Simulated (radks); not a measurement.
Values are calculated unless marked as measured or tabulated.
Ionisation of neutral germanium, [Ar] 3d10 4s2 4p2, to [Ar] 3d10 4s2 4p1 as the strength of local exchange is varied. Level of theory: scalar-relativistic Kohn-Sham, Slater X-alpha exchange (alpha = 2/3 is LDA exchange), no correlation, spin-polarised, spherical densities, finite nucleus; open shells are filled with parallel spins first; Fermi nuclear charge, rms radius 4.0742 fm (a radial shooting solver on a logarithmic mesh with Libxc functionals).

[
 {"alpha": "0.639", "E(Ge) (hartree)": "-2090.01191", "exchange (hartree)": "-70.48465", "IE (eV)": "6.978", "-e of the level emptied (eV)": "3.560 (4p)", "<r> of it (bohr)": "2.960"},
 {"alpha": "0.667", "E(Ge) (hartree)": "-2093.10560", "exchange (hartree)": "-73.68499", "IE (eV)": "7.218", "-e of the level emptied (eV)": "3.769 (4p)", "<r> of it (bohr)": "2.924"},
 {"alpha": "0.817", "E(Ge) (hartree)": "-2109.75888", "exchange (hartree)": "-90.98772", "IE (eV)": "8.569", "-e of the level emptied (eV)": "4.971 (4p)", "<r> of it (bohr)": "2.753"},
 {"alpha": "0.86", "E(Ge) (hartree)": "-2114.55760", "exchange (hartree)": "-95.99683", "IE (eV)": "8.976", "-e of the level emptied (eV)": "5.340 (4p)", "<r> of it (bohr)": "2.709"},
 {"alpha": "0.866", "E(Ge) (hartree)": "-2115.22806", "exchange (hartree)": "-96.69751", "IE (eV)": "9.033", "-e of the level emptied (eV)": "5.392 (4p)", "<r> of it (bohr)": "2.703"},
 {"alpha": "0.888", "E(Ge) (hartree)": "-2117.68827", "exchange (hartree)": "-99.27028", "IE (eV)": "9.245", "-e of the level emptied (eV)": "5.585 (4p)", "<r> of it (bohr)": "2.682"},
 {"alpha": "0.933", "E(Ge) (hartree)": "-2122.72949", "exchange (hartree)": "-104.55050", "IE (eV)": "9.686", "-e of the level emptied (eV)": "5.989 (4p)", "<r> of it (bohr)": "2.639"},
 {"alpha": "0.934", "E(Ge) (hartree)": "-2122.84165", "exchange (hartree)": "-104.66811", "IE (eV)": "9.695", "-e of the level emptied (eV)": "5.998 (4p)", "<r> of it (bohr)": "2.638"}
]

NIST Atomic Spectra Database: 7.899 eV (measured). The Delta-SCF value meets it near alpha = 0.74. Open shells are spherical and high-spin; term and fine-structure splittings are not resolved.
